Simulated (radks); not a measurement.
Q: All-electron atom: Hg39+ in [Kr] 4d5. All-electron calculation, Dirac Kohn-Sham, PBE, spin-unpolarised, spherical densities, finite nucleus; open shells fill j = l - 1/2 first; Fermi nuclear charge, rms radius 5.4648 fm. Program: a radial shooting solver on a logarithmic mesh with Libxc functionals. Some entries of the table are withheld. Estimate them.

orbital  occ.  eigenvalue (Ry)  <r^2> (bohr^2)
1s1/2       2        -6226.429       0.0003811
2s1/2       2        -1207.085        0.005739
2p1/2       2        -1163.586             (1)
2p3/2       4        -1020.456             (2)
3s1/2       2        -380.5122             (3)
3p1/2       2        -361.1717         0.03328
3p3/2       4        -328.8138         0.03932
3d3/2       4        -297.1282         0.02997
3d5/2       6        -290.1697         0.03159
4s1/2       2        -167.0766          0.1518
4p1/2       2              (4)          0.1503
4p3/2       4              (5)          0.1701
4d3/2       4        -135.2468          0.1628
4d5/2       1        -133.1650          0.1683
5s1/2       0        -93.00701          0.4599
5p1/2       0        -89.05446          0.4689
5p3/2       0        -84.97533          0.5149

A: 
(1) 2p1/2 <r^2> (bohr^2): 0.004053
(2) 2p3/2 <r^2> (bohr^2): 0.005237
(3) 3s1/2 <r^2> (bohr^2): 0.03661
(4) 4p1/2 eigenvalue (Ry): -158.6555
(5) 4p3/2 eigenvalue (Ry): -148.7574
